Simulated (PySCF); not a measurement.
Compound: C4H9NOSi.
Structure used (GFN2-xTB), in Å, numbered top down from 1:
```
atom  x, y, z in Å
O1     3.5063    1.3388    0.0621
Si2    2.4224    0.2198    0.5260
N3     1.3056    0.0536   -0.7750
C4     0.0673   -0.1074   -0.8740
C5    -0.9185   -0.1456    0.2089
C6    -2.3018    0.4074   -0.0421
C7    -2.1121   -1.0624    0.0727
H8     3.7767    1.3754   -0.8515
H9     1.9955    0.7589    1.8133
H10    3.0161   -1.1137    0.6414
H11   -0.3475   -0.2334   -1.8793
H12   -0.4934   -0.0150    1.1952
H13   -2.7809    0.9354    0.7676
H14   -2.5045    0.8249   -1.0169
H15   -2.1823   -1.6614   -0.8226
H16   -2.4563   -1.5663    0.9626
```

Mayer bond orders were computed from the PBE0/pcSseg-1 density (PySCF). One conformer (not necessarily the lowest) at the GFN2-xTB geometry, without solvent, vibrations or thermal averaging.

Q: The orders 0.91, 0.98, 1.04, 1.90 belong to the bonds Si2–N3, N3–C4, C4–C5, C7–C5, in another order. Match them.

A: C7–C5 0.91; Si2–N3 0.98; C4–C5 1.04; N3–C4 1.90.

Q: Set the orders of all bonds between heavy atoms beside their lengths and the difference of the Mulliken charges at their ends.

A: 
```tsv
bond	Mayer order	length (Å)	q(first) − q(second) (e)
N3–C4	1.903	1.253	-0.858
O1–Si2	1.050	1.626	-1.448
C4–C5	1.037	1.465	+0.603
C6–C7	0.980	1.486	+0.003
Si2–N3	0.976	1.723	+1.496
C5–C6	0.909	1.511	-0.163
C7–C5	0.908	1.511	+0.160
```

Mayer orders depend on the basis set.
